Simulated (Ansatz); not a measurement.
Computed with Ansatz on PBE0-D4/def2-TZVP structures; ΔE is electronic, products minus reactants. CCSD(T)/CBS adds triple-zeta CCSD(T) − MP2 to the extrapolated MP2 energy (def2 sets, frozen cores). This one scheme is used for every species. Functionals use def2-TZVPP. B3LYP here is the variant with VWN-RPA as its local correlation; programs differ in this. HSE06 is defined as in plane-wave codes. def2 core potentials past Kr. For Mo outer-core shells are correlated without core-valence functions, which leaves a few kJ/mol of doubt a bond. One conformer a species, not always the lowest.

Reaction (formal hydrolysis of a Mo–F bond): `[NH2][Mo](=[O])(=[O])[F]` + H₂O → `[NH2][Mo](=[O])(=[O])[OH]` + H–F

```json
{"level": "PBE-D4", "ΔE (kcal/mol)": "8.4", "difference from CCSD(T)/CBS": "1.2"}
{"level": "revPBE-D4", "ΔE (kcal/mol)": "8.2", "difference from CCSD(T)/CBS": "1.0"}
{"level": "BLYP-D4", "ΔE (kcal/mol)": "8.6", "difference from CCSD(T)/CBS": "1.4"}
{"level": "r2SCAN-D4", "ΔE (kcal/mol)": "8.9", "difference from CCSD(T)/CBS": "1.7"}
{"level": "B97M-V", "ΔE (kcal/mol)": "9.8", "difference from CCSD(T)/CBS": "2.6"}
{"level": "r2SCANh-D4", "ΔE (kcal/mol)": "8.6", "difference from CCSD(T)/CBS": "1.4"}
{"level": "r2SCAN0-D4", "ΔE (kcal/mol)": "8.1", "difference from CCSD(T)/CBS": "0.9"}
{"level": "HSE06-D4", "ΔE (kcal/mol)": "7.8", "difference from CCSD(T)/CBS": "0.6"}
{"level": "BHLYP-D4", "ΔE (kcal/mol)": "7.9", "difference from CCSD(T)/CBS": "0.7"}
{"level": "CAM-B3LYP-D4", "ΔE (kcal/mol)": "8.5", "difference from CCSD(T)/CBS": "1.3"}
{"level": "ωB97X-V", "ΔE (kcal/mol)": "8.8", "difference from CCSD(T)/CBS": "1.6"}
{"level": "ωB97M-V", "ΔE (kcal/mol)": "8.5", "difference from CCSD(T)/CBS": "1.3"}
{"level": "B2PLYP", "ΔE (kcal/mol)": "8.3", "difference from CCSD(T)/CBS": "1.1"}
{"level": "PBE-QIDH", "ΔE (kcal/mol)": "7.4", "difference from CCSD(T)/CBS": "0.2"}
{"level": "PBE", "ΔE (kcal/mol)": "9.0", "difference from CCSD(T)/CBS": "1.8"}
{"level": "BLYP", "ΔE (kcal/mol)": "9.7", "difference from CCSD(T)/CBS": "2.5"}
{"level": "r2SCAN", "ΔE (kcal/mol)": "9.1", "difference from CCSD(T)/CBS": "1.9"}
{"level": "PBE0", "ΔE (kcal/mol)": "8.3", "difference from CCSD(T)/CBS": "1.1"}
{"level": "B3LYP", "ΔE (kcal/mol)": "9.0", "difference from CCSD(T)/CBS": "1.8"}
{"level": "r2SCANh", "ΔE (kcal/mol)": "8.7", "difference from CCSD(T)/CBS": "1.5"}
{"level": "r2SCAN0", "ΔE (kcal/mol)": "8.2", "difference from CCSD(T)/CBS": "1.0"}
{"level": "BHLYP", "ΔE (kcal/mol)": "8.6", "difference from CCSD(T)/CBS": "1.4"}
{"level": "CAM-B3LYP", "ΔE (kcal/mol)": "9.0", "difference from CCSD(T)/CBS": "1.8"}
{"level": "LC-ωPBE", "ΔE (kcal/mol)": "9.3", "difference from CCSD(T)/CBS": "2.1"}
{"level": "RPA@PBE/def2-TZVPP", "ΔE (kcal/mol)": "7.5", "difference from CCSD(T)/CBS": "0.3"}
{"level": "HF/def2-SVP", "ΔE (kcal/mol)": "8.8", "difference from CCSD(T)/CBS": "1.6"}
{"level": "MP2/def2-SVP", "ΔE (kcal/mol)": "8.2", "difference from CCSD(T)/CBS": "1.0"}
{"level": "CCSD/def2-SVP", "ΔE (kcal/mol)": "8.2", "difference from CCSD(T)/CBS": "1.0"}
{"level": "CCSD(T)/def2-SVP", "ΔE (kcal/mol)": "8.1", "difference from CCSD(T)/CBS": "0.9"}
{"level": "HF/def2-TZVPP", "ΔE (kcal/mol)": "8.7", "difference from CCSD(T)/CBS": "1.5"}
{"level": "MP2/def2-TZVPP", "ΔE (kcal/mol)": "6.7", "difference from CCSD(T)/CBS": "-0.5"}
{"level": "SCS-MP2/def2-TZVPP", "ΔE (kcal/mol)": "7.6", "difference from CCSD(T)/CBS": "0.4"}
{"level": "CCSD/def2-TZVPP", "ΔE (kcal/mol)": "7.2", "difference from CCSD(T)/CBS": "0.0"}
{"level": "CCSD(T)/def2-TZVPP", "ΔE (kcal/mol)": "7.0", "difference from CCSD(T)/CBS": "-0.2"}
{"level": "HF/def2-QZVPP", "ΔE (kcal/mol)": "9.0", "difference from CCSD(T)/CBS": "1.8"}
{"level": "MP2/def2-QZVPP", "ΔE (kcal/mol)": "6.9", "difference from CCSD(T)/CBS": "-0.3"}
{"level": "SCS-MP2/def2-QZVPP", "ΔE (kcal/mol)": "7.7", "difference from CCSD(T)/CBS": "0.5"}
{"level": "HF/CBS(def2)", "ΔE (kcal/mol)": "9.0", "difference from CCSD(T)/CBS": "1.8"}
{"level": "MP2/CBS(def2)", "ΔE (kcal/mol)": "6.9", "difference from CCSD(T)/CBS": "-0.3"}
{"level": "CCSD/CBS(def2)", "ΔE (kcal/mol)": "7.4", "difference from CCSD(T)/CBS": "0.2"}
{"level": "CCSD(T)/CBS", "ΔE (kcal/mol)": "7.2", "difference from CCSD(T)/CBS": "0"}
```

Largest T1 diagnostic among the species: 0.025, so the coupled-cluster value is less sure than usual.

From r2SCAN to r2SCAN0 (25 % exact exchange), in def2-TZVPP and without D4, ΔE moves by −0.8 kcal/mol. In def2-TZVPP, CCSD(T) changes the Hartree–Fock value by −1.6 kcal/mol (the triples alone add −0.2 kcal/mol) and MP2 by −1.9 kcal/mol. At CCSD(T), def2-SVP lies +0.9 kcal/mol from the extrapolated value and def2-TZVPP −0.2 kcal/mol.
